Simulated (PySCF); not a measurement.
C2H8ClFSi2.
Geometry (GFN2-xTB, Å), atoms numbered from 1 in this order:
```
atom  x, y, z in Å
F1    -0.279   -1.419   -1.006
C2    -0.592   -0.522    0.017
Si3   -2.335    0.204   -0.351
C4     0.512    0.523    0.106
Si5    2.243   -0.257    0.292
Cl6    3.571    1.251    0.515
H7    -0.593   -1.134    0.927
H8    -2.688    1.048    0.791
H9    -2.235    0.988   -1.580
H10   -3.264   -0.911   -0.505
H11    0.481    1.146   -0.791
H12    0.286    1.177    0.950
H13    2.281   -1.075    1.504
H14    2.611   -1.019   -0.893
```

The closed-shell SCF was solved with PySCF and density fitting under several settings on one GFN2-xTB geometry (grid level 2 and gas phase unless stated).

```tsv
settings	basis functions	SCF cycles	E (Eh)	HOMO (eV)	LUMO (eV)	dipole (D)
wB97X-D/pcSseg-0	82	12	-1218.3865	-10.11	1.93	2.64
BHandHLYP/pcSseg-1, IEF-PCM dimethylsulfoxide, fitting basis def2-universal-jkfit	163	9	-1219.9422	-9.07	1.30	2.65
WP04/cc-pVDZ, IEF-PCM benzene	136	13	-1234.6253	-9.01	-1.20	2.18
```

Q: Estimate the rows for these settings: (1) wB97X/3-21G, IEF-PCM chloroform; (2) OPBE/pcSseg-1, start guess atom, level shift 0.2 Eh.

A: 
```tsv
settings	basis functions	SCF cycles	E (Eh)	HOMO (eV)	LUMO (eV)	dipole (D)
wB97X/3-21G, IEF-PCM chloroform	82	12	-1213.7402	-10.09	2.49	3.13
OPBE/pcSseg-1, start guess atom, level shift 0.2 Eh	163	11	-1219.8303	-6.74	-0.52	1.84
```

Q: Over all rows, what range does the HOMO–LUMO gap span?

A: From 6.22 eV (OPBE/pcSseg-1, start guess atom, level shift 0.2 Eh) to 12.58 eV (wB97X/3-21G, IEF-PCM chloroform). The functional of the narrowest has no exact exchange, that of the widest range-separated exact exchange.

Q: And the dipole moment?

A: From 1.84 D (OPBE/pcSseg-1, start guess atom, level shift 0.2 Eh) to 3.13 D (wB97X/3-21G, IEF-PCM chloroform); the largest is 1.70 times the smallest, and the median is 2.64 D.

wB97X-D ran without the empirical dispersion term, which would shift the total energy alone. Cycle counts include a coarse-grid stage where the run had one. WP04 was designed for NMR shieldings or shifts; total energies of different functionals aren't comparable. Geometry: GFN2-xTB, one conformer.
